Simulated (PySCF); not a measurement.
`CCCc1ccncc1`, C8H11N

Molfile (atoms numbered from 1):
```
C8H11N
     RDKit          3D

 20 20  0  0  0  0  0  0  0  0999 V2000
   -3.1765   -0.2666   -0.1072 C   0  0  0  0  0  0  0  0  0  0  0  0
   -1.7014   -0.3742   -0.4553 C   0  0  0  0  0  0  0  0  0  0  0  0
   -0.7934    0.3021    0.5745 C   0  0  0  0  0  0  0  0  0  0  0  0
    0.6610    0.1888    0.2205 C   0  0  0  0  0  0  0  0  0  0  0  0
    1.2954    1.1385   -0.5858 C   0  0  0  0  0  0  0  0  0  0  0  0
    2.6349    0.9607   -0.9268 C   0  0  0  0  0  0  0  0  0  0  0  0
    3.3665   -0.0766   -0.5281 N   0  0  0  0  0  0  0  0  0  0  0  0
    2.7670   -0.9831    0.2394 C   0  0  0  0  0  0  0  0  0  0  0  0
    1.4338   -0.8993    0.6367 C   0  0  0  0  0  0  0  0  0  0  0  0
   -3.4972    0.7855   -0.0426 H   0  0  0  0  0  0  0  0  0  0  0  0
   -3.3940   -0.7368    0.8653 H   0  0  0  0  0  0  0  0  0  0  0  0
   -3.8053   -0.7602   -0.8633 H   0  0  0  0  0  0  0  0  0  0  0  0
   -1.5118    0.0728   -1.4461 H   0  0  0  0  0  0  0  0  0  0  0  0
   -1.4095   -1.4343   -0.5464 H   0  0  0  0  0  0  0  0  0  0  0  0
   -0.9685   -0.1494    1.5652 H   0  0  0  0  0  0  0  0  0  0  0  0
   -1.0708    1.3661    0.6600 H   0  0  0  0  0  0  0  0  0  0  0  0
    0.7505    2.0165   -0.9434 H   0  0  0  0  0  0  0  0  0  0  0  0
    3.1419    1.7021   -1.5559 H   0  0  0  0  0  0  0  0  0  0  0  0
    3.3819   -1.8310    0.5641 H   0  0  0  0  0  0  0  0  0  0  0  0
    1.0013   -1.6767    1.2724 H   0  0  0  0  0  0  0  0  0  0  0  0
  1  2  1  0
  2  3  1  0
  3  4  1  0
  4  5  2  0
  5  6  1  0
  6  7  2  0
  7  8  1  0
  8  9  2  0
  9  4  1  0
  1 10  1  0
  1 11  1  0
  1 12  1  0
  2 13  1  0
  2 14  1  0
  3 15  1  0
  3 16  1  0
  5 17  1  0
  6 18  1  0
  8 19  1  0
  9 20  1  0
M  END
```

Theory: TDDFT CAM-B3LYP/aug-cc-pVDZ excited states, vertical, gas phase in PySCF 2.14.0. Geometry: PBE0-D3(BJ)/def2-SVP.

(1) How strongly do the lowest singlets absorb one photon, and two photons of half the energy?

Answers

(1) δ for parallel linear polarisation; σ at the peak of a Lorentzian of half width 0.1 eV, single beam; Ω is circular over linear.
```
state  E (eV)      f  photon λ (nm)  δ (au)  σ (GM)     Ω                                  main
   S1    5.15  0.005            482    1.63    0.02  1.16  HOMO−1→LUMO+1 0.58, HOMO−1→LUMO 0.26
   S2    5.39  0.000            460    <0.1    0.00     –                    HOMO−1→LUMO+4 0.96
   S3    5.55  0.029            447    4.82    0.05  1.50  HOMO→LUMO+1 0.42, HOMO−2→LUMO+4 0.29
   S4    6.25  0.002            397    14.7    0.21  1.03  HOMO→LUMO+4 0.50, HOMO−2→LUMO+1 0.28
   S5    6.74  0.003            368     114    1.90  1.50      HOMO→LUMO 0.42, HOMO→LUMO+3 0.35
   S6    6.79  0.005            365    68.1    1.15  1.16  HOMO−1→LUMO+3 0.49, HOMO−1→LUMO 0.23
```

Among these, the strongest one-photon state is S3, the strongest two-photon state S5, with a dipole change of 1.5 D (relaxed, norm of the difference vector).
